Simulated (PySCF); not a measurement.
## Orbital picture of ErO

PBE0 at R = 1.785 Å; PySCF, spin-free X2C with a Gaussian nucleus, basis sets Er x2c-TZVPall, O x2c-TZVPall. State: triplet, about 11.7 electrons in the 4f shell (Mulliken), real f orbitals that mix terms, a second solution, started from another occupation. Only the outer orbitals are listed, counted within each symmetry.

| spin | orbital | occ. | ε (eV) | on Er (%) | main shells (%) |
| --- | --- | --- | --- | --- | --- |
| α | 8π | 1 | -6.30 | 30 | 70 O p, 17 Er d, 11 Er f |
| α | 14σ | 1 | -6.22 | 51 | 47 O p, 38 Er f, 9 Er d |
| α | 8π | 1 | -5.75 | 64 | 51 Er f, 36 O p, 11 Er d |
| α | 15σ | 1 | -4.36 | 91 | 50 Er f, 34 Er s, 9 O p |
| α | 16σ | 0 | -2.08 | 93 | 51 Er s, 24 Er f, 12 Er d |
| α | 9π | 0 | -0.60 | 100 | 83 Er p, 17 Er d |
| α | 9π | 0 | -0.54 | 100 | 84 Er p, 16 Er d |
| β | 1φ | 1 | -6.31 | 100 | 100 Er f |
| β | 15σ | 1 | -5.74 | 70 | 59 Er f, 29 O p |
| β | 3δ | 1 | -5.49 | 100 | 100 Er f |
| β | 8π | 1 | -4.76 | 91 | 84 Er f, 9 O p |
| β | 16σ | 1 | -4.37 | 94 | 76 Er f, 14 Er s |
| β | 17σ | 0 | -2.07 | 97 | 70 Er s, 9 Er d, 9 Er f |
| β | 8π | 0 | -0.36 | 100 | 84 Er p, 16 Er d |
| β | 9π | 0 | -0.33 | 100 | 85 Er p, 15 Er d |

Problem. Which are the highest filled and the lowest empty level, where do they sit, and how wide is the gap?

Solution. Highest filled α 15σ at -4.36 eV (in %: 50 Er f, 34 Er s, 9 O p); lowest empty α 16σ at -2.08 eV (in %: 51 Er s, 24 Er f, 12 Er d); the gap at PBE0 is 2.28 eV.

```
bond order (Mayer)                              : 1.98
⟨S²⟩                                            : 2.079
charge on Er (Mulliken, basis-dependent)        : 0.69
charge on Er (Löwdin, basis-dependent)          : 0.49
dipole moment (positive dipole means Er(−)O(+)) : -5.69 D
```

Spin–orbit coupling is left out.
